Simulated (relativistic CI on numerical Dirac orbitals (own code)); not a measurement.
## Hyperfine structure of I38+, mass number 129

Method of calculation: Dirac-Coulomb-Breit CI, KLI orbitals optimised for each configuration, QED by a radiative potential, unscaled Slater integrals (own radial code, finite nucleus).

Configuration list (outside the closed core [Ne]): 3s2 3p3, 3s 3p4, 3s2 3p2 3d, 3p5, 3s 3p3 3d, 3p4 3d, 3s 3p2 3d2, 3s2 3p 3d 4p, 3p4 4s, 3s 3p2 3d 4s, 3p4 4p, 3s2 3p2 4s, 3s2 3p 3d2, 3s2 3d3, 3s 3p 3d3, 3s2 3d2 4s, 3p3 3d2, 3p2 3d3, 3p2 3d2 4s, 3s2 3p 3d 4s, 3s 3p 3d2 4s, 3s2 3d 4s2, 3s 3p2 3d 4p, 3s 3p 3d2 4p, 3p2 3d2 4p, 3s 3p 3d 4s 4p. Double excitations out of closed p, d and f shells are left out; levels of such configurations are missing from the list, as are those of other unlisted configurations, and high levels can miss mixing partners.

Nuclear spin I = 7/2, μ = 2.6165 μN, Q = -0.483 b (tables of Stone and Pyykkö). The electronic factors are computed for point nuclear moments, without core polarisation or the Bohr-Weisskopf and QED corrections.

```csv
Level,E (cm⁻¹),A (GHz),B (GHz)
3s2 3p3 2D°_5/2,586223,103.9,0.0392
3s2 3p3 2P°_1/2,665983,318.6,
3s2 3p3 2P°_3/2,1194478,52.23,65.8
3s2 3p2 3d 4D_1/2,1724632,111.7,
```

Levels with J = 0, under 50 % of one LS term, or S terms without an open s electron are left out. Small factors come from cancelling terms and can be off by tens of per cent or more.

At this charge energies of transitions that change n are usually good to better than 1 %, and those within a shell (Δn = 0) to a few per cent.

**Question.** Give the hyperfine levels of 3s2 3p3 2P°_1/2 relative to its centre of gravity.

**Answer.** With K = F(F + 1) − I(I + 1) − J(J + 1), E = AK/2: F = 3: -716.7, F = 4: 557.5 GHz.

LS names give the leading component of a level, which can be under half, so a name can repeat, a term be missing and a line seem to break the LS rules.
